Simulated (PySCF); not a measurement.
A structure optimised at PBE-D3(BJ)/def2-SVP, used in a PySCF frequency run:

```xyz
8

O      3.4132    -1.0745    -0.4836
C      2.2642    -0.8135    -0.4738
N      1.0785    -0.5609    -0.4993
Si    -0.5142    -0.0402    -0.1535
O     -1.6184    -0.7860    -1.1290
Cl    -0.5641     2.0082    -0.3865
Cl    -1.0094    -0.5467     1.7670
H     -1.5465    -0.5902    -2.0804
```

Problem. Write its SMILES and formula.

Solution. O=C=N[Si](O)(Cl)Cl, CHCl2NO2Si

Problem. What are its rotational constants (standard atomic weights)?

Solution. 1.6959, 0.99641, 0.82401 GHz
